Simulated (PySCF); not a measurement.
# Ionisation energy of Zn(21+) by level of theory

Zn(21+) [He] 2s2 2p5 [2p1/2^2 2p3/2^3, M_J = 3/2] → Zn(22+) [He] 2s2 2p4 [2p1/2^2 2p3/2^2, M_J = 2], as a difference of total energies. Calculation: PySCF 2.14, in an uncontracted even-tempered set (18 s from 5.6 bohr⁻², ratio 2.4; 12 p from 7.3 bohr⁻², ratio 2.4; 5 d from 31 bohr⁻², ratio 2.6; 5 f from 46 bohr⁻², ratio 2.6); the two-component X2C-1e Hamiltonian. Correlated levels: nothing frozen; the 36 highest virtual spinors dropped. "Screened" scales the spin-orbit matrix elements by Boettger's factors to mimic the two-electron term; Breit and QED terms are absent.

```
                    method  ionisation energy (eV)
           GHF (spin-free)                  1964.2
          GMP2 (spin-free)                  1965.7
 GHF (screened spin-orbit)                  1958.9
GMP2 (screened spin-orbit)                  1960.4
```

The labels give the starting determinants; with spin-orbit coupling the two ends relaxed to ⟨J²⟩ = 3.75, ⟨L²⟩ = 2.00, ⟨S²⟩ = 0.75 and ⟨J²⟩ = 6.00, ⟨L²⟩ = 2.61, ⟨S²⟩ = 1.70.

For comparison: 1961 ± 3 eV (semi-empirical (NIST evaluation); NIST Atomic Spectra Database, ionization energies).
